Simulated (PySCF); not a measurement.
Cartesian coordinates (Å):
```xyz
3

Cd     0.0000     0.0000     0.0000
Cl     1.8959     1.2798     0.0335
Cl    -1.8959    -1.2798    -0.0335
```
Charge 0, spin multiplicity 1.

Task: What total energy, LUMO, HOMO, charge on the central atom (Mulliken) and HOMO–LUMO gap does PBE-D3(BJ)/def2-TZVP // BP86-D3(BJ)/def2-SVP in PySCF give?

Result: 
- total energy = -29603.79 eV
- LUMO = -3.22 eV
- HOMO = -7.52 eV
- charge on the central atom (Mulliken) = 0.74 e
- HOMO–LUMO gap = 4.30 eV
